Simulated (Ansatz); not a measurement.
Z-matrix (Å, degrees):
```
Si
H 1 1.4781
Si 1 2.1146 2 121.83
H 3 1.4747 1 121.09 2 -179.96
H 3 1.4768 4 114.47 1 179.77
Si 1 2.3073 2 120.90 3 -179.79
F 6 1.6102 1 106.05 2 -179.12
H 6 1.4817 7 108.05 1 121.33
H 6 1.4818 8 108.74 7 -117.13
```
Charge 0, multiplicity 1.

All values below come from frozen-core CCSD(T)/cc-pVTZ // ωB97X-D3(BJ)/def2-TZVP run with Ansatz (a program for electronic structure). The restricted HF reference is unstable towards unrestricted orbitals.

```yaml
HF energy: -969.21974 Ha
MP2 correlation energy: -0.60914 Ha
```

**Question.** Estimate the CCSD correlation energy, the (T) correction, the total energy and the T1 diagnostic.

**Answer.** 
```json
{
  "CCSD correlation energy": "-0.66040 Ha",
  "(T) correction": "-0.02559 Ha",
  "CCSD(T) total energy": "-969.90573 Ha",
  "T1 diagnostic": "0.014"
}
```
